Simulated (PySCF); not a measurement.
Species: C2H11OPSi2.
Atom-mapped SMILES: `[CH3:1][O:2][C@@H:3]([SiH3:4])[SiH2:5][PH2:6]` (hydrogens: H7, H8, H9 on C1; H10 on C3; H11, H12, H13 on Si4; H14, H15 on Si5; H16, H17 on P6)

Geometry (GFN2-xTB, Å), atoms numbered from 1 in this order:
```xyz
17
C2H11OPSi2 angstrom
C     -1.5361   -1.4466    0.6239
O     -0.3529   -0.7055    0.5553
C     -0.3318    0.3242   -0.4565
Si    -0.9338    1.9370    0.3587
Si     1.4827    0.2691   -1.0913
P      2.0742   -1.5805   -0.0079
H     -2.3909   -0.8115    0.8825
H     -1.3911   -2.1937    1.4028
H     -1.7459   -1.9524   -0.3268
H     -0.9929    0.0276   -1.2792
H     -0.9398    2.9946   -0.6511
H     -0.0352    2.2455    1.4678
H     -2.2923    1.7527    0.8778
H      2.1935    1.5151   -0.7768
H      1.5427    0.0888   -2.5469
H      3.4371   -1.4802   -0.2681
H      2.2055   -0.9722    1.2259
```

Computed, not measured: TDDFT CAM-B3LYP/def2-SVPD, vertical, gas phase, core orbitals frozen in the response (PySCF).

Ground-to-excited transition dipoles (e·a0, same axes as the geometry; the sign carries no meaning), for the states with f of 0.002 or more among the lowest 7:

| state | E (eV) | μx | μy | μz |
| --- | --- | --- | --- | --- |
| S1 | 6.164 | 0.018 | -0.673 | 0.042 |
| S2 | 6.417 | 0.040 | 0.085 | -0.383 |
| S3 | 6.532 | 0.150 | 0.062 | 0.145 |
| S4 | 6.870 | -0.278 | 0.846 | -0.255 |
| S5 | 7.064 | 0.205 | -0.123 | 0.009 |
| S6 | 7.082 | -0.187 | 0.236 | 0.167 |
| S7 | 7.279 | 0.648 | -0.343 | -0.231 |

Task: What oscillator strength does each state have?

Result: f = (2/3) ΔE |μ|² with ΔE in hartree (27.2114 eV).

```csv
state,|μ|² (au),|μ| (D),f
S1,0.454,1.71,0.069
S2,0.155,1.00,0.024
S3,0.047,0.55,0.008
S4,0.857,2.35,0.144
S5,0.057,0.61,0.010
S6,0.119,0.88,0.021
S7,0.591,1.95,0.105
```

Task: Which bond between heavy atoms lies closest to the direction of the S4 transition dipole?

Result: Si5–P6, at 13° from it; next O2–C3 at 33°.

Task: What angle do the transition dipoles of S1 and S2 make?

Result: |cos θ| = |μa·μb| / (|μa| |μb|) = 0.27, so θ ≈ 74° (taken between 0 and 90°, since the signs are arbitrary).

Task: How is the summed strength of these states shared among x, y and z?

Result: (2/3) Σ ΔE μα² gives 0.105 for x, 0.224 for y and 0.052 for z, 0.381 in all.

Task: What peak molar absorption coefficient would the strongest computed level give as a lone Gaussian band 0.5 eV wide at half height?

Result: ε(max) = 2.175×10⁸ f / FWHM, with the width in cm⁻¹. S4: 2.175×10⁸ × 0.1443 / 4033 ≈ 7800 L mol⁻¹ cm⁻¹.

Time: 60 s of wall time. Hardware: Arm Neoverse V2, one thread, no GPU, on a shared host.

One conformer stands for the species.

Without π bonds the low states may be Rydberg-like; a valence basis with one diffuse set may place them up to an eV too high.
